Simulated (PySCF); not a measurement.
ReO4, SMILES [O]=[Re-](=[O])(=[O])=[O], charge -1, multiplicity 1.

Geometry: PBE0-D3(BJ)/def2-SVPD. The spin state was assumed, not searched. The isomer is the one that the SMILES or the coordinates give; other isomers of the formula were not compared. The def2 effective core potentials stand for the cores of Re; spin–orbit coupling is left out.

Calculation: B3LYP/def2-SVPD run with PySCF.

The molecule is in vacuum.

```json
{
 "total_energy": "-379.23819 hartree",
 "point_group": "Td",
 "highest_occupied_level": "-3.68 eV",
 "lowest_empty_level": "2.98 eV",
 "orbital_gap": "6.66 eV",
 "dipole_moment_about_the_centre_of_nuclear_charge": "0.00 D",
 "mean_static_polarisability": "57.3 bohr³ (8.49 Å³)",
 "polarisability_principal_values": "57.3, 57.3, 57.3 bohr³"
}
```
